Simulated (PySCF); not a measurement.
Species: C6H8AlNS.
SMILES with atom numbers: `[CH3:1][C:2]#[N+:3][AlH2-:4][c:5]1[cH:6][cH:7][cH:8][s:9]1` (hydrogens: H10, H11, H12 on C1; H13, H14 on Al4; H15 on C6; H16 on C7; H17 on C8)

Computed with PBE0-D3(BJ)/def2-SVP geometry optimisation, gas phase (PySCF 2.14.0).

Task: List the bond lengths, angles and torsions at this level.

Result: 
```json
{"bond": "C1–C2", "length (Å)": "1.445"}
{"bond": "C2≡N3", "length (Å)": "1.151"}
{"bond": "N3–Al4", "length (Å)": "2.040"}
{"bond": "Al4–C5", "length (Å)": "1.972"}
{"bond": "C5–C6", "length (Å)": "1.384"}
{"bond": "C6–C7", "length (Å)": "1.423"}
{"bond": "C7–C8", "length (Å)": "1.372"}
{"bond": "C8–S9", "length (Å)": "1.716"}
{"bond": "C5–S9", "length (Å)": "1.730"}
{"bond": "C1–H10, C1–H11, C1–H12", "length (Å)": "1.099"}
{"bond": "Al4–H13, Al4–H14", "length (Å)": "1.599"}
{"bond": "C6–H15", "length (Å)": "1.093"}
{"bond": "C7–H16", "length (Å)": "1.092"}
{"bond": "C8–H17", "length (Å)": "1.090"}
```

Bonds in one row agree within 0.01 Å and their mean is given. A selection of angles:
```json
{"angle": "C2–C1–H10", "degrees": "109.8"}
{"angle": "H10–C1–H11", "degrees": "109.2"}
{"angle": "C1–C2–N3", "degrees": "179.4"}
{"angle": "C2–N3–Al4", "degrees": "174.4"}
{"angle": "N3–Al4–C5", "degrees": "98.2"}
{"angle": "N3–Al4–H13", "degrees": "99.2"}
{"angle": "N3–Al4–H14", "degrees": "100.7"}
{"angle": "C5–Al4–H13", "degrees": "117.3"}
{"angle": "C5–Al4–H14", "degrees": "114.8"}
{"angle": "H13–Al4–H14", "degrees": "120.1"}
{"angle": "Al4–C5–C6", "degrees": "128.6"}
{"angle": "Al4–C5–S9", "degrees": "122.8"}
{"angle": "C6–C5–S9", "degrees": "108.6"}
{"angle": "C5–C6–C7", "degrees": "114.5"}
{"angle": "C5–C6–H15", "degrees": "122.3"}
{"angle": "C7–C6–H15", "degrees": "123.2"}
{"angle": "C6–C7–C8", "degrees": "112.2"}
{"angle": "C6–C7–H16", "degrees": "124.4"}
{"angle": "C8–C7–H16", "degrees": "123.4"}
{"angle": "C7–C8–S9", "degrees": "110.8"}
{"angle": "C7–C8–H17", "degrees": "128.0"}
{"angle": "S9–C8–H17", "degrees": "121.2"}
{"angle": "C5–S9–C8", "degrees": "93.8"}
```

Torsions: N3–Al4–C5–C6 101° (anticlinal). The mirror-image conformer, all signs reversed, is as good.

Al4 (aluminium bonded to C, N and 2 H) is distorted tetrahedral (angles from 98.2° to 120.1°). S9 (thiophene-type sulfur) is bent (angle 93.8°). The 5-membered ring C5–C6–C7–C8–S9 has internal angles of 93.8° to 114.5° (sum 540°, against 540° for a flat polygon); it is planar, 0.00 Å rms from its mean plane, widest ring torsion 0°. The C–C distances run from 1.372 Å (C7–C8, aromatic) to 1.445 Å (C1–C2, drawn single), a spread of 0.073 Å.

Point group: C1 (no symmetry element, even within 0.4 Å). Not checked by PBE0-D3(BJ)/def2-SVP frequencies. The numbers are those of one conformer.
